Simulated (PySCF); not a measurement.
BaF2, charge +1, doublet, at a GFN2-xTB geometry (such geometries of metal compounds can be far from the true shape) (a state made from the parent by changing its charge; the spin is typed, not shown lowest) (core potentials on Ba). Base run: DF-MN15/def2-TZVP run with PySCF.

The PySCF input:
```python
from pyscf import gto, scf, dft

mol = gto.M(
    atom='''
Ba    0.24590842    0.26552386    0.24588166
F    -0.97404066    0.32198531   -1.79572217
F    -0.55605617   -1.97413376    0.26579181
''',
    basis='def2-tzvp',
    ecp={'Ba': 'def2-tzvp'},
    charge=1,
    spin=1,
    verbose=4,
)

mf = dft.UKS(mol)
mf.xc = 'mn15'
mf = mf.density_fit(auxbasis='def2-universal-jkfit')
mf.kernel()
mf.analyze()
```

Each row names what was changed in the base input (with any setting that the change needs).

| change | ΔE vs base (µEh) | grid points | electrons on the grid | outcome |
|---|---|---|---|---|
| base | 0.0 | 52448 | 27.00002 | converged |
| grids.radi_method = gauss_chebyshev | -0.4 | 48440 | 27.00002 | converged |
| grids.atom_grid = (150, 974) | -0.3 | 234304 | 27.00000 | converged |
| grids.atom_grid = (30, 110) | -6922 | 7344 | 27.00325 | converged |
| grids.becke_scheme = stratmann | -10.9 | 52448 | 27.00002 | converged |
| grids.level = 4 | 7.0 | 92320 | 27.00001 | converged |
| grids.radi_method = mura_knowles | 0.1 | 45504 | 27.00002 | converged |
| grids.level = 2 | -19.6 | 38584 | 27.00007 | converged |
| grids.prune = dft.gen_grid.sg1_prune | - | - | - | input refused |
| grids.prune = off | -0.6 | 88704 | 27.00002 | converged |
| grids.level = 1 | 29.9 | 19480 | 27.00032 | converged |

Open shells are given as the SCF converged; they aren't shown to be the lowest states, and a large step between rows can be another state.

- grids.prune = dft.gen_grid.sg1_prune: ended with `IndexError: index 56 is out of bounds for axis 0 with size 19`
